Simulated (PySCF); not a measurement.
A structure optimised at B3LYP-D3(BJ)/def2-SVP, used in a PySCF frequency run:

```xyz
8

Zr    -0.0337    -0.2721     0.0000
Cl     0.0049     1.1226     1.9303
Cl     0.0049     1.1226    -1.9303
O     -1.5034    -1.4853     0.0000
H     -2.3609    -1.9184     0.0000
N      1.6201    -1.4247     0.0000
H      1.6522    -2.4439     0.0000
H      2.5767    -1.0675     0.0000
```
Charge 0, spin multiplicity 1.

Problem. Write its SMILES, formula and point group.

Solution. [NH2][Zr]([OH])([Cl])[Cl], Cl2H3NOZr, Cs

Problem. What are its rotational constants (standard atomic weights)?

Solution. 1.9542, 1.4350, 1.1623 GHz
